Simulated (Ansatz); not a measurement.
Reaction (formal hydrolysis of a C–Si bond): `O[SiH2]C[Si](O)(F)F` + H₂O → `OC[SiH2]O` + `O[SiH](F)F`

Gas-phase electronic energies from Ansatz, PBE0-D4/def2-TZVP geometries. CBS: MP2 limit from def2 TZ/QZ plus the TZ coupled-cluster correction, frozen cores. This one scheme is used for every species. Functionals use def2-TZVPP. Each species was taken in one conformer, which may not be the lowest.

```csv
level,ΔE (kJ/mol)
ωB97X-V,139.1
PBE0,139.0
MP2/def2-QZVPP,155.0
CCSD/CBS(def2),147.1
```

(1) What does CCSD(T)/CBS give? (An estimate is asked.)

Largest T1 diagnostic among the species: 0.011.

Results:

(1) The calculation gave: +149.2 kJ/mol. The listed levels differ from it by -10.1, -10.2, 5.8, -2.1 kJ/mol.

From PBE to PBE0 (25 % exact exchange), in def2-TZVPP and without D4, ΔE moves by +7.1 kJ/mol. The D4 term adds +13.5 kJ/mol with B3LYP and +7.7 kJ/mol with PBE0; it sums over pairs of atoms, weighted by their polarisabilities, and B3LYP, whose exchange is more repulsive, gets the larger term.

B3LYP here is the variant with VWN-RPA as its local correlation; programs differ in this.
